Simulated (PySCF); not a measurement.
GaBi⁺ from Hartree–Fock to correlated methods

State: ⁴Σ⁻ (quartet), unpaired electrons σ ↑, π ↑↑. Set-up: basis Ga cc-pVDZ-PP with ECP10, Bi cc-pVDZ-PP with ECP60; scalar-relativistic core potentials; PySCF 2.14. De refers to Ga⁺ + Bi in their high-spin ground configurations, without counterpoise correction. The functionals are run spin-unrestricted. A positive dipole points towards Bi; it is taken about the centre of mass and depends on that origin.

```tsv
Level	Re (Å)	ωe (cm⁻¹)	De (eV)	μ (D)
UHF	3.303	66.0	n/a	-7.40
UHF-MP2	3.104	85.3	n/a	n/a
UHF-SCS-MP2	3.162	79.0	n/a	n/a
UHF-CCSD	3.124	85.9	n/a	n/a
UHF-CCSD(T)	3.093	89.9	n/a	n/a
PBE	2.994	102	n/a	-4.68
BLYP	3.077	91.2	n/a	-4.94
r²SCAN	2.960	106	n/a	-4.76
PBE0	2.989	101	n/a	-5.04
M06	2.989	107	n/a	-4.58
BHandHLYP	3.058	91.8	n/a	-5.59
```

The bond length runs from 2.960 Å (r²SCAN) to 3.303 Å (UHF).

Correlated steps freeze 8 core orbitals. Spin–orbit coupling is left out, which matters for elements this heavy, above all for dissociation energies. The state was picked by a PBE0 search and need not be the measured ground state.
